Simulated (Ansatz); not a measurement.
Cost and result for the atomization energy of CH$_{6}$FInOSi (11 atoms, 10 bonds).

```xyz
11

C    -0.8900   -1.1103   -0.0951
Si   -0.1505    0.4603    0.6050
F    -1.4391    0.9918    1.4932
In    1.4880    2.0331   -1.7528
O     1.4413    0.2341   -0.5790
H    -0.1707   -1.9323   -0.0784
H    -1.7780   -1.4001    0.4688
H    -1.1814   -0.9601   -1.1385
H    -0.2228    1.7327   -0.2682
H     0.8146    0.3975    1.7331
H     2.0885   -0.4468   -0.3880
```

The species carries charge 0 and has multiplicity 1. Correlated methods include outer-core shells of In, which these sets cover unevenly. In: def2 effective core potential. The bonds changed during the relaxation, so this is another structure than the one it started from. All single points use the PBE0-D4/def2-TZVP geometry. It is one conformer, not always the lowest. Program: Ansatz. All runs use 4 threads of an Arm Neoverse V1 on a shared host. Times are those of one run each, without the atoms' runs, and a repeat can differ threefold. Electronic energies, without spin–orbit coupling; frozen cores. CCSD(T)/CBS adds CCSD(T) − MP2 in def2-TZVPP to the MP2 limit, and its time is that of the two runs behind it. T1 = 0.015. With those shells the extrapolation isn't a true limit. B3LYP takes the VWN-RPA correlation (the form of Gaussian; ORCA's B3LYP/G).

CCSD(T)/CBS is a level of theory with its own doubt, some kJ/mol a heavy atom from the limit and from the frozen cores, so smaller differences don't rank the functionals.

```json
{"level": "PBE-D4/def2-TZVPP (with forces)", "functions": "269", "wall time": "3.5 s", "atomization (kcal/mol)": "907.6", "difference from CCSD(T)/CBS": "0.7", "per bond": "0.1"}
{"level": "PBE0-D4/def2-TZVPP", "functions": "269", "wall time": "4.6 s", "atomization (kcal/mol)": "890.9", "difference from CCSD(T)/CBS": "-16.0", "per bond": "-1.6"}
{"level": "r2SCAN-D4/def2-TZVPP (with forces)", "functions": "269", "wall time": "7.5 s", "atomization (kcal/mol)": "901.0", "difference from CCSD(T)/CBS": "-5.9", "per bond": "-0.6"}
{"level": "B3LYP-D4/def2-TZVPP (with forces)", "functions": "269", "wall time": "7.5 s", "atomization (kcal/mol)": "897.7", "difference from CCSD(T)/CBS": "-9.2", "per bond": "-0.9"}
{"level": "B2PLYP/def2-TZVPP", "functions": "269", "wall time": "9 s", "atomization (kcal/mol)": "888.8", "difference from CCSD(T)/CBS": "-18.1", "per bond": "-1.8"}
{"level": "ωB97X-V/def2-TZVPP", "functions": "269", "wall time": "11 s", "atomization (kcal/mol)": "901.9", "difference from CCSD(T)/CBS": "-5.0", "per bond": "-0.5"}
{"level": "ωB97M-V/def2-TZVPP (with forces)", "functions": "269", "wall time": "16 s", "atomization (kcal/mol)": "902.1", "difference from CCSD(T)/CBS": "-4.8", "per bond": "-0.5"}
{"level": "MP2/def2-QZVPP", "functions": "503", "wall time": "35 s", "atomization (kcal/mol)": "910.0", "difference from CCSD(T)/CBS": "3.1", "per bond": "0.3"}
{"level": "CCSD(T)/def2-TZVPP", "functions": "269", "wall time": "7.3 min", "atomization (kcal/mol)": "880.2", "difference from CCSD(T)/CBS": "-26.7", "per bond": "-2.7"}
{"level": "CCSD(T)/CBS(def2)", "functions": "–", "wall time": "7.8 min", "atomization (kcal/mol)": "906.9", "difference from CCSD(T)/CBS": "0.0", "per bond": "0.0"}
```

From PBE to PBE0 (25 % exact exchange), in def2-TZVPP and without D4, the atomization energy moves by −15.8 kcal/mol: exact exchange takes away binding that semilocal exchange gives to molecules. The D4 term adds +10.5 kcal/mol with B3LYP and +5.5 kcal/mol with PBE0; it sums over pairs of atoms, weighted by their polarisabilities, and B3LYP, whose exchange is more repulsive, gets the larger term. In def2-TZVPP, CCSD(T) changes the Hartree–Fock value by +226.4 kcal/mol (the triples alone add +12.5 kcal/mol) and MP2 by +240.3 kcal/mol; breaking electron pairs costs correlation energy, which Hartree–Fock lacks.

Spin–orbit coupling would lower the free In atoms strongly, and the atomization energy with them, by more than many differences here.
